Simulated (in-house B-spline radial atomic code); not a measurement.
## Group 13, neutral atoms: the gap between the outer s and p levels

Computed with a B-spline radial code for spherical atoms: non-relativistic Hartree-Fock (point nucleus) and Dirac-Hartree-Fock (finite nucleus), averages of the listed configurations; Dirac values are occupation-weighted means over j unless j is named.

| ion | configuration | ε(s) NR | ε(s) Dirac | gap NR | gap Dirac | spin-orbit splitting |
| --- | --- | --- | --- | --- | --- | --- |
| B | [He] 2s2 2p1 | -13.46 | -13.47 | 5.03 | 5.039 | 0.00253 |
| Al | [Ne] 3s2 3p1 | -10.71 | -10.73 | 4.992 | 5.031 | 0.0146 |
| Ga | [Ar] 3d10 4s2 4p1 | -11.55 | -11.82 | 5.88 | 6.181 | 0.0982 |
| In | [Kr] 4d10 5s2 5p1 | -10.14 | ? | 4.772 | ? | ? |
| Tl | [Xe] 4f14 5d10 6s2 6p1 | -9.826 | -12.22 | 4.591 | 7.103 | 0.947 |

Energies in eV; the gap is ε(p) - ε(s), and the splitting is ε(l + 1/2) - ε(l - 1/2) of that shell. These are orbital energies, not promotion energies or level intervals; in light atoms the splitting exceeds the observed fine structure.

(1) What are the Dirac values for In?

(2) What does the relativistic change of the gap mean for the chemistry?

Results:

(1) ε(5s) = -10.79 eV, a gap of 5.489 eV and a 5p splitting of 0.264 eV.

(2) In In relativity widens the s-p gap by 0.716 eV, as 5s falls by 0.65 eV. An s pair that is harder to promote or remove is part of the inert-pair effect of the heavy p-block elements.
